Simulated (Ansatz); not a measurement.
```yaml
crystal:
  periodic: [false, false, false]
  atoms:
    - {symbol: N, position_ang: [-0.552340, 1.631016, -0.462455]}
    - {symbol: B, position_ang: [-0.115704, 0.330170, -0.044442]}
    - {symbol: O, position_ang: [0.384945, -0.107948, 1.160589]}
    - {symbol: Si, position_ang: [0.435659, -1.497627, 0.094619]}
    - {symbol: H, position_ang: [-0.929168, 1.679185, -1.285016]}
    - {symbol: H, position_ang: [-0.572968, 2.395323, 0.194716]}
    - {symbol: H, position_ang: [1.797179, -2.005564, -0.175468]}
    - {symbol: H, position_ang: [-0.392213, -2.558895, 0.534173]}
basis:
  gaussian: {orbitals: "6-31G*"}
magnetization: {spin_polarized: true, initial_magnetization: 1}
hamiltonian: {xc: {name: HF}}
correlation: {method: ccsd_t}
```

```sh
$ ansatz run in.yaml --threads 2 --pin off --events-out ev --progress --plain --max-ram 4352MiB
```

It prints (some lines left out):

```
Error: a molecule whose nuclei and cores have a total charge of 38 cannot have a net charge of 0 together with 1 unpaired electrons
```

Q: Something in this input is off. What?

A: The number of unpaired electrons doesn't fit the electron count. The program refused the input.
